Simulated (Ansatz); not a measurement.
C2H5FGe can be A, `[F][GeH]1[CH2][CH2]1`, or B, `C[CH2][Ge][F]`.

Gas-phase electronic energies from Ansatz, PBE0-D4/def2-TZVP geometries. CCSD(T)/CBS adds triple-zeta CCSD(T) − MP2 to the extrapolated MP2 energy (def2 sets, frozen cores). DFT in def2-TZVPP. B3LYP here is the variant with VWN-RPA as its local correlation; programs differ in this. For Ge outer-core shells are correlated without core-valence functions, which leaves a few kJ/mol of doubt a bond. Scalar relativity is left out up to krypton. Each species was taken in one conformer, which may not be the lowest.

**Question.** Which is lower in electronic energy at CCSD(T)/CBS, and by how much? (Best estimate.)

**Answer.** The calculation gave: B, by 98.0 kJ/mol.

**Question.** Give E(B) − E(A) in kJ/mol with B2PLYP, B3LYP-D4, ωB97M-V, CCSD/def2-TZVPP, B3LYP, MP2/def2-TZVPP, HF/def2-TZVPP. (Best estimate.)

**Answer.** The calculation gave: B2PLYP -105.8, B3LYP-D4 -121.2, ωB97M-V -108.2, CCSD/def2-TZVPP -92.6, B3LYP -119.3, MP2/def2-TZVPP -79.2, HF/def2-TZVPP -114.4. None reverses the order clearly.

Largest T1 diagnostic: 0.013.

From PBE to PBE0 (25 % exact exchange), in def2-TZVPP and without D4, E(B) − E(A) moves by +7.4 kJ/mol. In def2-TZVPP, CCSD(T) changes the Hartree–Fock value by +25.6 kJ/mol (the triples alone add +3.7 kJ/mol) and MP2 by +35.2 kJ/mol.
